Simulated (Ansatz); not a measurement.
`O[SiH2]N[SiH2][SiH3]` + `[AlH2][BH]Cl` → `[SiH3][SiH2]BCl` + `O[SiH2][NH][AlH2]`  (redistribution)

Program: Ansatz. Geometries: PBE0-D4/def2-TZVP. ΔE: electronic, gas phase. CCSD(T)/CBS adds triple-zeta CCSD(T) − MP2 to the extrapolated MP2 energy (def2 sets, frozen cores). Functionals use def2-TZVPP. B3LYP here is the variant with VWN-RPA as its local correlation; programs differ in this. Each species was taken in one conformer, which may not be the lowest.

`O[SiH2]N[SiH2][SiH3]`:

```xyz
14

O     0.004   -2.849    0.155
Si   -0.908   -1.561   -0.306
N    -0.100   -0.428   -1.311
Si    0.535    1.133   -0.907
Si    0.305    1.576    1.381
H     0.787   -2.675    0.679
H    -1.358   -0.782    0.877
H    -2.038   -2.184   -1.030
H     0.075   -0.732   -2.261
H     1.986    1.208   -1.251
H    -0.133    2.216   -1.685
H     0.876    0.470    2.199
H    -1.108    1.793    1.787
H     1.077    2.816    1.674
```

`[AlH2][BH]Cl`:

Cartesian coordinates in Å:
```
Al 0.479 -0.208 -0.923
B -0.512 0.421 0.853
Cl -0.724 -0.771 2.124
H 2.061 -0.099 -1.050
H -0.345 -0.841 -2.127
H -0.960 1.498 1.123
```

`[SiH3][SiH2]BCl`:

Z-matrix (Å, degrees):
```
Si
Si 1 2.348
H 1 1.488 2 110.1
H 1 1.487 2 110.6 3 -120.2
H 1 1.487 2 109.7 3 119.5
B 2 2.005 1 105.8 3 -58.7
H 2 1.489 1 108.6 3 -179.5
H 2 1.490 1 108.4 3 61.7
Cl 6 1.741 2 120.0 1 -88.2
H 6 1.194 2 123.7 1 87.5
```

`O[SiH2][NH][AlH2]`:

Cartesian coordinates in Å:
```
O -1.669 0.487 1.379
Si -0.225 -0.240 1.050
N 0.504 0.518 -0.299
Al 0.723 -0.114 -1.953
H -1.991 0.430 2.279
H -0.412 -1.668 0.683
H 0.622 -0.143 2.274
H 0.800 1.473 -0.138
H 0.239 -1.586 -2.264
H 1.408 0.842 -3.012
```

```json
{"level": "PBE-D4", "ΔE (kJ/mol)": "-77.1", "difference from CCSD(T)/CBS": "-2.6"}
{"level": "r2SCAN-D4", "ΔE (kJ/mol)": "-81.8", "difference from CCSD(T)/CBS": "-7.3"}
{"level": "PBE0-D4", "ΔE (kJ/mol)": "-74.1", "difference from CCSD(T)/CBS": "0.4"}
{"level": "B3LYP-D4", "ΔE (kJ/mol)": "-74.5", "difference from CCSD(T)/CBS": "0.0"}
{"level": "ωB97X-V", "ΔE (kJ/mol)": "-72.3", "difference from CCSD(T)/CBS": "2.2"}
{"level": "ωB97M-V", "ΔE (kJ/mol)": "-73.7", "difference from CCSD(T)/CBS": "0.8"}
{"level": "B2PLYP", "ΔE (kJ/mol)": "-79.0", "difference from CCSD(T)/CBS": "-4.5"}
{"level": "PBE", "ΔE (kJ/mol)": "-79.9", "difference from CCSD(T)/CBS": "-5.4"}
{"level": "r2SCAN", "ΔE (kJ/mol)": "-82.7", "difference from CCSD(T)/CBS": "-8.2"}
{"level": "PBE0", "ΔE (kJ/mol)": "-76.6", "difference from CCSD(T)/CBS": "-2.1"}
{"level": "B3LYP", "ΔE (kJ/mol)": "-78.8", "difference from CCSD(T)/CBS": "-4.3"}
{"level": "HF/def2-TZVPP", "ΔE (kJ/mol)": "-68.9", "difference from CCSD(T)/CBS": "5.6"}
{"level": "MP2/def2-TZVPP", "ΔE (kJ/mol)": "-79.6", "difference from CCSD(T)/CBS": "-5.1"}
{"level": "SCS-MP2/def2-TZVPP", "ΔE (kJ/mol)": "-76.4", "difference from CCSD(T)/CBS": "-1.9"}
{"level": "CCSD/def2-TZVPP", "ΔE (kJ/mol)": "-74.7", "difference from CCSD(T)/CBS": "-0.2"}
{"level": "CCSD(T)/def2-TZVPP", "ΔE (kJ/mol)": "-76.3", "difference from CCSD(T)/CBS": "-1.8"}
{"level": "HF/def2-QZVPP", "ΔE (kJ/mol)": "-68.6", "difference from CCSD(T)/CBS": "5.9"}
{"level": "MP2/def2-QZVPP", "ΔE (kJ/mol)": "-78.5", "difference from CCSD(T)/CBS": "-4.0"}
{"level": "SCS-MP2/def2-QZVPP", "ΔE (kJ/mol)": "-75.3", "difference from CCSD(T)/CBS": "-0.8"}
{"level": "HF/CBS(def2)", "ΔE (kJ/mol)": "-68.6", "difference from CCSD(T)/CBS": "5.9"}
{"level": "MP2/CBS(def2)", "ΔE (kJ/mol)": "-77.8", "difference from CCSD(T)/CBS": "-3.3"}
{"level": "CCSD/CBS(def2)", "ΔE (kJ/mol)": "-72.9", "difference from CCSD(T)/CBS": "1.6"}
{"level": "CCSD(T)/CBS", "ΔE (kJ/mol)": "-74.5", "difference from CCSD(T)/CBS": "0"}
```

Largest T1 diagnostic among the species: 0.014.

The D4 term adds +4.3 kJ/mol with B3LYP and +2.5 kJ/mol with PBE0; it sums over pairs of atoms, weighted by their polarisabilities, and B3LYP, whose exchange is more repulsive, gets the larger term. In def2-TZVPP, CCSD(T) changes the Hartree–Fock value by −7.4 kJ/mol (the triples alone add −1.6 kJ/mol) and MP2 by −10.7 kJ/mol. From PBE to PBE0 (25 % exact exchange), in def2-TZVPP and without D4, ΔE moves by +3.2 kJ/mol.
